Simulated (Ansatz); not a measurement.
Geometry optimisation, RHF/def2-SVP in Ansatz.

Input file:

```yaml
crystal:
  periodic: [false, false, false]
  atoms:
    - { symbol: Si, position_ang: [0.0, 0.0, 0.0] }
    - { symbol: O, position_ang: [1.0382, 0.0, 1.5673] }
    - { symbol: C, position_ang: [-0.073, -0.3437, 2.3817] }
    - { symbol: H, position_ang: [-0.7757, -0.9775, 1.8015] }
    - { symbol: H, position_ang: [0.2798, -0.9037, 3.2728] }
    - { symbol: H, position_ang: [-0.593, 0.5809, 2.7085] }
    - { symbol: H, position_ang: [1.629, 0.0, 0.3193] }
    - { symbol: O, position_ang: [-0.7913, 1.3709, -0.5594] }
    - { symbol: H, position_ang: [-1.7491, 1.1401, -0.7818] }
    - { symbol: H, position_ang: [-0.6877, -1.1914, -0.4862] }
basis:
  gaussian: { orbitals: def2-SVP }
hamiltonian:
  xc: hf
relax:
  f_tol: 0.15
  max_steps: 25
  restrain:
    - { distance: [1, 6], at: 2.21, k: 30.0 }
    - { distance: [0, 1], at: 1.68, k: 30.0 }
    - { distance: [0, 6], at: 1.46, k: 30.0 }
```

Run as:

```bash
$ ansatz run input.yaml --threads 1 --pin off --max-ram 2048MiB --backend cpu --events-out ev --progress --plain --runs-dir out
```

Problem. Where does it end, and by what steps?

Solution. It converged. The restraints hold the end off the free minimum. After 8 steps the energy has fallen by 6.054 eV (the restraints' own energy left out); H7 moved furthest, 0.81 Å.

| step | energy less start (eV) | largest force component (eV/Å) | accepted |
| --- | --- | --- | --- |
| 0 | 0.0000 | 7.365 | yes |
| 1 | -2.3227 | 4.823 | yes |
| 2 | -3.5994 | 5.055 | yes |
| 3 | -4.8605 | 2.925 | yes |
| 4 | -5.7873 | 1.235 | yes |
| 5 | -6.0220 | 1.357 | yes |
| 6 | -6.0567 | 1.036 | yes |
| 7 | -6.0437 | 0.998 | no |
| 8 | -6.0541 | 1.050 | yes |

```xyz
10
Properties=species:S:1:pos:R:3
Si 0.265 0.013 -0.111
O 0.604 -0.154 1.494
C -0.239 -0.380 2.578
H -1.026 -1.105 2.342
H 0.344 -0.777 3.408
H -0.716 0.546 2.908
H 1.655 0.176 -0.474
O -0.659 1.322 -0.470
H -1.536 1.221 -0.801
H -0.416 -1.187 -0.650
```

The run took 13 s on 1 thread of Arm Neoverse V2, on a shared host, peak memory 0.16 GiB.
